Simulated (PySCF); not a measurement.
## Core-level binding energies of Ge(vinyl)H3

Species: Ge(vinyl)H3, C₂H₆Ge.
Structure used (PBE0-D3(BJ)/def2-SVP), in Å, numbered top down from 1:
```xyz
9
C2H6Ge angstrom
Ge    -0.1791    0.3189   -1.2824
C     -0.1966    0.3098    0.6635
C      0.3717   -0.6381    1.4131
H     -0.7079    1.1393    1.1674
H      0.8991   -1.4940    0.9762
H      0.3385   -0.6058    2.5081
H      1.2685    0.3163   -1.8102
H     -0.8968    1.5796   -1.7975
H     -0.8974   -0.9260   -1.8381
```

Computed, not measured: PySCF, delta-SCF UKS SCAN, pcX-2 on the ionised atom, pcseg-1 elsewhere, spin-free X2C. Binding energies are ΔSCF values: E(core-ionised, relaxed orbitals) − E(ground state) at a fixed geometry, referred to the vacuum level.

Question: Give the core binding energies atom by atom.

Answer: 
```json
{"atom(s)": "C2", "environment": "carbon bonded to C, Ge and H", "level": "C 1s", "binding energy (eV)": "290.32", "above the level's lowest (eV)": "0.00", "count": "1"}
{"atom(s)": "C3", "environment": "carbon bonded to C and 2 H", "level": "C 1s", "binding energy (eV)": "290.52", "above the level's lowest (eV)": "+0.20", "count": "1"}
```

The 2 C 1s values lie within 0.20 eV of each other; Gaussian lines of 0.5 eV full width would blend them into one maximum.

Question: Which photon wavelength matches the C 1s of C3 threshold?

Answer: λ = hc/E = 12398.42 eV Å / 290.52 eV = 42.677 Å.

No level of germanium is listed. Geometry: PBE0-D3(BJ)/def2-SVP, one conformer, isolated molecule.

Hardware: one thread of an Arm Neoverse V2 (shared host). Cost: 7.5 s.
